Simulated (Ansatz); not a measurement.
Q: Name a neutral molecule of B, Si, Zn and H with zero-point energy (PBE0-D4/def2-TZVP) between 109 and 125 kJ/mol and HOMO–LUMO gap (PBE0/def2-TZVPP) between 3.60 and 3.90 eV (Ansatz, PBE0-D4/def2-TZVP geometry).

A: `[BH2][Zn][SiH2][ZnH]` (109.8 kJ/mol, 3.78 eV). Other molecules can fit too; these were computed, each in one conformer that needn't be the lowest.
